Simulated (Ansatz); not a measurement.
C$_{4}$H$_{9}$, charge -1, singlet, at a GFN2-xTB geometry (a gas-phase anion, which may not be bound at this level). Base run: R2SCAN/3-21G (Ansatz, a first-principles code).

Input for Ansatz:
Ansatz 0.2 input:
```yaml
crystal:
  periodic: [false, false, false]
  atoms:
    - {symbol: C, position_ang: [0.70662520, 1.78950852, -0.02822001]}
    - {symbol: C, position_ang: [0.78602574, 0.26565315, -0.08582565]}
    - {symbol: C, position_ang: [-0.64172601, -0.27736893, -0.00826500]}
    - {symbol: C, position_ang: [-0.66882494, -1.80509364, -0.00683784]}
    - {symbol: H, position_ang: [1.71078327, 2.23072488, 0.02412519]}
    - {symbol: H, position_ang: [-1.69125093, -2.20259065, -0.00665062]}
    - {symbol: H, position_ang: [0.12575311, 2.23234389, 0.83033153]}
    - {symbol: H, position_ang: [0.22921895, 2.18462261, -0.93764008]}
    - {symbol: H, position_ang: [-0.15478529, -2.18759156, 0.87555392]}
    - {symbol: H, position_ang: [-0.14825457, -2.18375501, -0.88551638]}
    - {symbol: H, position_ang: [1.28910472, -0.05023313, 0.88023266]}
    - {symbol: H, position_ang: [-1.20680019, 0.07473592, -0.88882647]}
    - {symbol: H, position_ang: [-1.24636903, 0.06554843, 0.88328128]}
basis:
  gaussian:
    orbitals: 3-21G.json
hamiltonian:
  xc: r2scan
total_charge: -1
```
The basis file holds 3-21G in the JSON format of the Basis Set Exchange.

The base run was repeated with changes; each row names its change, and settings that it needs were set with it.

```
change                 basis functions      E (Eh)
---------------------  ---------------  ----------
base                                54  -156.77654
basis = STO-3G                      29  -155.63156
basis = 6-31G                       54  -157.59343
basis = 6-31G*                      78  -157.63159
basis = 6-31+G*                     94  -157.66190
basis = pc-1                       101  -157.62466
basis = 6-311G**                   126  -157.69756
basis = 6-311++G**                 151  -157.71265
basis = def2-SVPD                  152  -157.55545
basis = 6-311+G(2d,p)              162  -157.71449
basis = def2-TZVPD                 229  -157.72432
basis = pc-2                       246  -157.72669
basis = cc-pVTZ                    246  -157.71694
```

Totals compare only among sets that treat the same electrons; sets with core potentials leave the core out.

A gas-phase anion may not be bound at this level; its values then depend on the basis.
